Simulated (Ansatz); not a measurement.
Geometry optimisation, RKS r2SCAN-D4/def2-SVP in Ansatz 0.2.0.

Input file:

```yaml
crystal:
  periodic: [false, false, false]
  atoms:
    - { symbol: B, position_ang: [0.0, 0.0, 0.0] }
    - { symbol: H, position_ang: [0.0, 0.0, 1.54] }
    - { symbol: O, position_ang: [1.2211, 0.0, -0.705] }
    - { symbol: H, position_ang: [1.5209, -0.9519, -0.8599] }
    - { symbol: "N", position_ang: [-1.3423, 0.0, -0.775] }
    - { symbol: H, position_ang: [-2.0112, -0.8164, -0.6764] }
    - { symbol: H, position_ang: [-1.5914, 0.8164, -1.4036] }
    - { symbol: "N", position_ang: [-0.2314, 1.7403, 0.5833] }
    - { symbol: H, position_ang: [-1.1621, 2.2275, 0.4417] }
    - { symbol: H, position_ang: [0.5667, 2.2503, 1.0593] }
    - { symbol: H, position_ang: [-0.1183, 0.89, 1.5631] }
basis:
  gaussian: { orbitals: def2-SVP }
hamiltonian:
  xc: r2scan
  dispersion: d4
relax:
  f_tol: 0.15
  max_steps: 25
  restrain:
    - { distance: [0, 7], at: 1.55, k: 30.0 }
    - { distance: [10, 1], at: 0.66, k: 30.0 }
    - { distance: [0, 1], at: 2.39, k: 30.0 }
    - { distance: [10, 7], at: 2.26, k: 30.0 }
output:
  orbitals: {}
```

Run as:

```bash
$ ansatz run input.yaml --threads 2 --pin off --max-ram 3072MiB --backend cpu --events-out ev --progress --plain --runs-dir out
```

Problem. Where does it end, and by what steps?

Solution. It converged. The restraints hold the end off the free minimum. After 12 steps the energy has fallen by 4.249 eV (the restraints' own energy left out); H7 moved furthest, 0.87 Å.

```tsv
step	energy less start (eV)	largest force component (eV/Å)	accepted
0	0.0000	4.198	yes
1	-0.5292	5.908	yes
2	-1.9235	5.290	yes
3	-3.0319	2.773	yes
4	-3.4147	1.803	yes
5	-3.7976	1.478	yes
6	-3.9937	1.343	yes
7	-4.1207	1.548	yes
8	-4.2182	1.712	yes
9	-4.2327	2.224	yes
10	-4.2383	1.847	yes
11	-4.2574	1.907	yes
12	-4.2491	1.907	yes
```

```xyz
11
Properties=species:S:1:pos:R:3
B -0.058 0.585 -0.333
H -0.265 -0.239 1.915
O 1.169 -0.038 -0.393
H 1.134 -0.896 -0.827
N -1.259 -0.013 -0.800
H -1.315 -0.948 -1.179
H -2.143 0.477 -0.821
N -0.054 1.976 0.193
H -0.897 2.442 0.501
H 0.788 2.332 0.627
H -0.248 0.477 1.885
```

The run took 31 s on 2 threads of Arm Neoverse V2 (shared host), peak memory 0.14 GiB.
